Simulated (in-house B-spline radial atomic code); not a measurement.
Configurations of Tc4+, with energies counted from [Kr] 4d3. Method: non-relativistic AM05, spin-polarised, spherical fractional occupations, point nucleus. Calculated with an all-electron radial atomic-structure program (B-spline basis). Shells without spins written out take the highest spin.

Occupations are held fixed; configurations that lie above the ionisation limit could autoionise.

```json
{"configuration": "[Kr] 4d2 5p1", "E - E(ref) (eV)": "21.035", "highest orbital": "5p up", "its <r> (bohr)": "2.679"}
{"configuration": "[Ar] 3d10 4s2 4p5 4d3 5d1", "E - E(ref) (eV)": "69.753", "highest orbital": "5d up", "its <r> (bohr)": "3.358"}
{"configuration": "[Ar] 3d9 4s2 4p6 4d4", "E - E(ref) (eV)": "259", "highest orbital": "4d up", "its <r> (bohr)": "1.357"}
{"configuration": "[Ar] 3d9 4s2 4p6 4d3 5p1", "E - E(ref) (eV)": "282.6", "highest orbital": "5p up", "its <r> (bohr)": "2.62"}
{"configuration": "[Ar] 3d(4 up, 5 down) 4s2 4p6 4d(0 up, 3 down) 5d(1 up, 0 down)", "E - E(ref) (eV)": "293.84", "highest orbital": "5d up", "its <r> (bohr)": "3.371"}
{"configuration": "[Ar] 3d9 4s2 4p6 4d3 4f1", "E - E(ref) (eV)": "294.56", "highest orbital": "4f up", "its <r> (bohr)": "2.462"}
{"configuration": "[Ar] 3d9 4s2 4p6 4d3 5f1", "E - E(ref) (eV)": "303.65", "highest orbital": "5f up", "its <r> (bohr)": "4.868"}
```

Problem. Order these further configurations by energy, lowest first.
A. [Ar] 3d(5 up, 4 down) 4s2 4p6 4d(2 up, 1 down) 4f(0 up, 1 down)
B. [Kr] 4d(2 up, 1 down)
C. [Ar] 3d9 4s2 4p6 4d3 5s1
D. [Ar] 3d(4 up, 5 down) 4s2 4p6 4d(2 up, 1 down) 5f(0 up, 1 down)
E. [Kr] 4d2 5f1

Solution. B (1.7437 eV), E (41.574 eV), C (275.33 eV), A (297.43 eV), D (306.16 eV).

Problem. How far above the reference does [Ar] 3d10 4s2 4p5 4d3 5s1 lie?

Solution. 51.691 eV; its least bound orbital is 5s up with <r> = 2.386 bohr.

Problem. How far above the reference does [Ar] 3d10 4s2 4p5 4d3 5p1 lie?

Solution. 58.922 eV; its least bound orbital is 5p up with <r> = 2.649 bohr.

Problem. How far above the reference does [Kr] 4d(2 up, 0 down) 5f(0 up, 1 down) lie?

Solution. 41.867 eV; its least bound orbital is 5f down with <r> = 5.059 bohr.
